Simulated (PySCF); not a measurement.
Compound: C6H9BO2.
Z-matrix (Å and degrees, PBE0-D3(BJ)/def2-SVP geometry), rows numbered from 1:
```
C 
C   1  1.3329
C   2  1.4958  1  124.74
C   3  1.5028  2  114.70  1   116.90
O   4  1.2729  3  115.87  2   154.21
B   5  1.5307  4  119.52  3  -170.56
O   6  1.5292  5  106.38  4   -38.28
C   7  1.2692  6  117.88  5    37.64
C   8  1.3915  7  123.95  6   -14.15
H   1  1.0929  2  121.41  3   179.34
H   1  1.0950  2  121.49  3    -0.09
H   2  1.0967  1  119.33  3  -179.95
H   3  1.1044  2  110.53  1    -4.08
H   3  1.1021  2  111.34  1  -121.99
H   6  1.2108  5  108.89  4  -155.79
H   6  1.2248  5  107.64  4    76.77
H   8  1.1007  7  115.46  6   169.62
H   9  1.0883  4  120.77  3     4.18
```

All values: PBE0/pcSseg-1 (PySCF, non-relativistic), on one gas-phase PBE0-D3(BJ)/def2-SVP geometry that isn't relaxed in the solvent. The solvent is an IEF-PCM continuum (van der Waals radii × 1.2). The model holds no explicit solvent molecules, cavitation or dispersion.

| run | E − E(gas) (kcal/mol) | HOMO (eV) | HOMO–LUMO gap (eV) | dipole (D) |
| --- | --- | --- | --- | --- |
| gas | 0.00 | -7.06 | 4.85 | 5.05 |
| P | -5.30 | -7.18 | 5.06 | 5.99 |
| Q | -7.02 | -7.21 | 5.12 | 6.30 |

Question: The runs were made in acetone and chloroform. Which run belongs to which solvent?

Answer: P = chloroform, Q = acetone. The dielectric constants are 4.711 (chloroform), 20.49 (acetone), and the energy falls further as ε rises. In this model the ground state sees the solvent through ε alone.

Question: How constant is the ratio of the lowering to (ε − 1)/(2ε + 1)?

Answer: 
```
   solvent  (ε − 1)/(2ε + 1)  E − E(gas) (kcal/mol)  ratio (kcal/mol)  polarisation term (kcal/mol)
chloroform             0.356                  -5.30             -14.9                         -6.00
   acetone             0.464                  -7.02             -15.1                         -8.28
```

The ratio changes by +1.7 % in size from chloroform to acetone. The polarisation term is half the interaction of the solute with the induced surface charges.
